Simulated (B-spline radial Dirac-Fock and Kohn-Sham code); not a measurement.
Anomalous scattering factors of Tl, 561.7 eV to 2.726 keV

Method: the dispersion relation over Dirac-Hartree-Slater subshell photoionisation cross sections, with the Kissel-Pratt high-energy constant (isolated atom, no bound-bound lines or fine structure). Computed with a radial B-spline solver. The forward scattering factor is f₀ + f′ + i f″.

Input of the calculation (task.json; shells as n, l, electrons):

```json
{"items": [{
  "Z": 81,
  "q": 0,
  "cfg": [[1, 0, 2], [2, 0, 2], [2, 1, 6], [3, 0, 2], [3, 1, 6], [3, 2, 10], [4, 0, 2], [4, 1, 6], [4, 2, 10], [4, 3, 14], [5, 0, 2], [5, 1, 6], [5, 2, 10], [6, 0, 2], [6, 1, 1]],
  "A": 205,
  "rrms": 5.4759,
  "do": "dispersion",
  "hv": [561.7, 582.6, 646.6, 768.6, 805.2, 1000.0, 1010.0, 1253.6, 1313.0, 1486.9, 1556.0, 1724.0, 2000.0, 2726.0, 2984.4, 4000.0, 4270.0, 4510.9, 4950.0, 5414.7, 5843.0, 6000.0, 6403.9, 6930.3, 7161.0, 8047.8, 8188.0, 9251.7, 12000.0, 14060.0, 15000.0, 17479.3, 18130.0, 20360.0, 22162.9, 22920.0, 24209.8, 30000.0, 40000.0, 40710.0, 41330.0, 41800.0, 55330.0, 66470.0],
  "edges": {"K": 85530.0, "L1": 15347.0, "L2": 14698.0, "L3": 12658.0, "M1": 3704.0, "M2": 3416.0, "M3": 2957.0, "M4": 2485.0, "M5": 2389.0, "N1": 846.2, "N2": 720.5, "N3": 609.5, "N4": 405.7, "N5": 385.0, "N6": 122.2, "N7": 117.8, "O1": 136.0, "O2": 94.6, "O3": 73.5}
}]}
```

Launch: `python xray2_run.py task.json out`

Edges near this range: M2 3416.0 eV, M3 2957.0 eV, M4 2485.0 eV, M5 2389.0 eV, N1 846.2 eV, N2 720.5 eV, N3 609.5 eV, N4 405.7 eV.

```tsv
hν (eV)	λ (Å)	f′ (e)	f″ (e)	tabulated f′	tabulated f″
561.7	22.07	?	?	?	?
582.6	21.28	-43.821	30.035	–	29.80
646.6	19.17	-40.300	30.774	–	30.00
768.6	16.13	-34.605	28.517	–	27.51
805.2	15.40	-33.371	27.686	–	26.69
1000	12.40	-28.336	24.083	-28.21	23.32
1010	12.28	-28.156	23.885	-28.07	23.08
1253.6	9.890	-25.326	19.628	-25.39	18.34
1313	9.443	-24.976	18.749	-25.06	17.47
1486.9	8.338	-24.487	16.489	-24.61	15.35
1556	7.968	-24.483	15.707	-24.65	14.64
1724	7.192	-24.879	14.036	-24.90	13.02
2000	6.199	-26.974	11.851	-27.11	11.01
2726	4.548	-25.200	31.363	-26.56	31.24
```

Task: What are f′ and f″ at 561.7 eV?

Result: f′ = -44.798 and f″ = 30.348 electrons (tables: – and 30.10). By the optical theorem f″ corresponds to a photoabsorption cross section 2 rₑ λ f″ = 3.78e+06 b.

Tabulated f′: xraylib 4.2 anomalous scattering factors (Cullen et al., EPDL97); f″: Chantler's tables (J. Phys. Chem. Ref. Data 1995 and 2000). Both are theoretical tables.
